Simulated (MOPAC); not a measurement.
A run for MOPAC: AM1 on BiFH2 (SMILES [F][BiH2]), a point of a bond scan (R = 2.167 Å).

```
AM1 1SCF PRECISE CHARGE=0 THREADS=1
BiFH2

Bi    -0.09774088 1    -0.11515018 1     0.12284387 1
H     -1.87383760 1     0.24303987 1    -1.06637259 1
H      0.32388274 1    -1.51079423 1    -0.94310889 1
F      1.04071460 1     1.20943530 1    -0.93164028 1
```

It printed:

```
*******************************************************************************
 **                                                                           **
 **                              MOPAC v23.2.5                                **
 **                                                                           **
 *******************************************************************************
 ** MOPAC's Digital Object Identifier: https://doi.org/10.5281/zenodo.6511958 **
 **                                                                           **
 ** Please cite the open-source release paper for use of this MOPAC version:  **
 ** J. E. Moussa and J. J. P. Stewart (2026)                                  **
 ** MOPAC: An open-source semiempirical molecular orbital program             **
 ** J. Open Source Softw., 11(119), 8025, https://doi.org/10.21105/joss.08025 **
 *******************************************************************************

                              AM1 CALCULATION RESULTS

 *******************************************************************************
 *  AM1        - The AM1 Hamiltonian to be used
 *
 *
 *
 *                 CHARGE ON SYSTEM = 0
 *
 *
 *
 *  PRECISE    - TIGHTER CRITERIA TO BE USED
 *  1SCF       - DO 1 SCF AND THEN STOP
 *  THREADS=1  - MULTI-THREADING NOT USED
 *  T=         - A TIME OF 172800.0 SECONDS REQUESTED
 *  DUMP=N     - RESTART FILE WRITTEN EVERY 7200.0 SECONDS REQUESTED
 *******************************************************************************
AM1 1SCF PRECISE CHARGE=0 THREADS=1
 BiFH2

   ATOM   CHEMICAL          X               Y               Z
  NUMBER   SYMBOL      (ANGSTROMS)     (ANGSTROMS)     (ANGSTROMS)

     1      Bi         -0.09774088  *  -0.11515018  *   0.12284387  *
     2       H         -1.87383760  *   0.24303987  *  -1.06637259  *
     3       H          0.32388274  *  -1.51079423  *  -0.94310889  *
     4       F          1.04071460  *   1.20943530  *  -0.93164028  *



          CARTESIAN COORDINATES

    NO.       ATOM           X           Y           Z

     1        Bi         -0.0977     -0.1152      0.1228
     2         H         -1.8738      0.2430     -1.0664
     3         H          0.3239     -1.5108     -0.9431
     4         F          1.0407      1.2094     -0.9316

  H: (AM1): M.J.S. DEWAR ET AL, J. AM. CHEM. SOC. 107 3902-3909 (1985)
  F: (AM1): M.J.S. DEWAR AND E. G. ZOEBISCH, THEOCHEM, 180, 1 (1988).
 Bi: (AM1): J. J. P. STEWART, J. MOL. MOD., 10, 155-164 (2004)

           Empirical Formula: H2 Bi F  =     4 atoms



      MOLECULAR POINT GROUP   :   C1


      RHF CALCULATION, NO. OF DOUBLY OCCUPIED LEVELS = 7



 ALL CONVERGERS ARE NOW FORCED ON
 SHIFT=10, PULAY ON, CAMP-KING ON
 AND ITERATION COUNTER RESET



 -------------------------------------------------------------------------------
 AM1 1SCF PRECISE CHARGE=0 THREADS=1
 BiFH2



     1SCF WAS SPECIFIED, SO BFGS WAS NOT USED
     SCF FIELD WAS ACHIEVED


                              AM1 CALCULATION
                                                       MOPAC v23.2.5 Linux




          FINAL HEAT OF FORMATION =        149.34155 KCAL/MOL =     624.84506 KJ/MOL


          COSMO AREA              =         98.92 SQUARE ANGSTROMS
          COSMO VOLUME            =         88.02 CUBIC ANGSTROMS

          IONIZATION POTENTIAL    =         10.318606 EV
          HOMO LUMO ENERGIES (EV) =        -10.319 -3.274
          NO. OF FILLED LEVELS    =          7
          MOLECULAR WEIGHT        =        229.9946         POINT GROUP:  C1

          MOLECULAR DIMENSIONS (Angstroms)

            Atom       Atom       Distance
            F     4    H     2     3.07355
            H     3    H     2     2.35705
           Bi     1    H     2     1.09748


          SCF CALCULATIONS        =          1





   ATOM   CHEMICAL          X               Y               Z
  NUMBER   SYMBOL      (ANGSTROMS)     (ANGSTROMS)     (ANGSTROMS)

     1      Bi         -0.09774088  *  -0.11515018  *   0.12284387  *
     2       H         -1.87383760  *   0.24303987  *  -1.06637259  *
     3       H          0.32388274  *  -1.51079423  *  -0.94310889  *
     4       F          1.04071460  *   1.20943530  *  -0.93164028  *

                             CARTESIAN COORDINATES

   1   Bi       -0.097740880    -0.115150180     0.122843870
   2    H       -1.873837600     0.243039870    -1.066372590
   3    H        0.323882740    -1.510794230    -0.943108890
   4    F        1.040714600     1.209435300    -0.931640280


           Empirical Formula: H2 Bi F  =     4 atoms



      MOLECULAR POINT GROUP   :   C1


                  EIGENVALUES
 -41.02765 -18.54433 -11.69776 -11.35327 -11.01725 -10.41445 -10.31861  -3.27368
  -2.68877  -1.66738


              NET ATOMIC CHARGES AND DIPOLE CONTRIBUTIONS

  ATOM NO.   TYPE          CHARGE      No. of ELECS.   s-Pop       p-Pop
    1         Bi           1.190818        3.8092     1.99921     1.80997
    2          H          -0.046784        1.0468     1.04678
    3          H          -0.355354        1.3554     1.35535
    4          F          -0.788681        7.7887     1.97387     5.81481
 DIPOLE           X         Y         Z       TOTAL
 POINT-CHG.    -4.633    -2.716     6.081     8.113
 HYBRID         0.054     0.058    -0.064     0.101
 SUM           -4.579    -2.658     6.018     8.015


          ATOMIC ORBITAL ELECTRON POPULATIONS

     Atom    s        px        py        pz
    1 Bi   1.99921   0.80755   0.51832   0.48410
    2  H   1.04678
    3  H   1.35535
    4  F   1.97387   1.94669   1.94395   1.92417

 **********************
 *                    *
 * JOB ENDED NORMALLY *
 *                    *
 **********************




 == MOPAC DONE ==
```

The run finished.

Cost: very roughly 0.09 core-seconds.
